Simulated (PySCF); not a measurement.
## Nd(OH)2 at several levels of theory

Computed with PySCF 2.14.0 (density fitting, no spin-orbit coupling) at the geometry relaxed with PBE0:

```xyz
5
Nd(OH)2 (singlet in the valence; each metal's 4f electrons, 4 of them, lie in its core potential, out of spins and levels)
Nd    0.0000    0.0000   -0.4299
O     1.9670   -0.0384    0.5513
H     2.6880   -0.0523    1.1836
O    -1.9670    0.0384    0.5513
H    -2.6880    0.0523    1.1836
```

```csv
level,basis,state,HOMO (eV),gap (eV),charge on Nd1 (e),population of f-type functions on Nd1 (polarisation alone where 4f lies in the core),dipole about the centre of mass (D),largest force component (eV/Å)
PBE0,"Nd lcecp-0-SVP with ECP50, O def2-SVP, H def2-SVP",singlet,–,–,0.87,0.04,3.47,0.02
r2SCAN,the same,singlet,–,–,0.84,0.04,3.42,0.20
PBE0,"Nd lcecp-0-TZVP with ECP50, O def2-TZVP, H def2-TZVP",singlet,–,–,1.21,0.06,3.83,0.21
```

In the lcecp rows the 4f levels are missing from HOMO and gap, and the state counts the valence alone.

Charges are Mulliken's, which hang on the basis. The relaxation used the grid (50, 194), these runs (75, 302) or, all-electron (x2c bases, spin-free X2C Hamiltonian), (99, 590).

Q: What does wB97X with Nd lcecp-0-SVP with ECP50, O def2-SVP, H def2-SVP give here?

A: state singlet, charge on Nd1 (e) 0.90, population of f-type functions on Nd1 (polarisation alone where 4f lies in the core) 0.05, dipole about the centre of mass (D) 3.66, largest force component (eV/Å) 0.17. Time: 5.3 s on 2 threads of Intel(R) Xeon(R) Platinum 8259CL CPU @ 2.50GHz (Skylake/Cascade Lake), with other jobs on the host, from an already converged density.

An lcecp potential fixes the number of 4f electrons, so in runs with it no electron can move into or out of that shell; real Nd(II) is rare or takes another configuration.
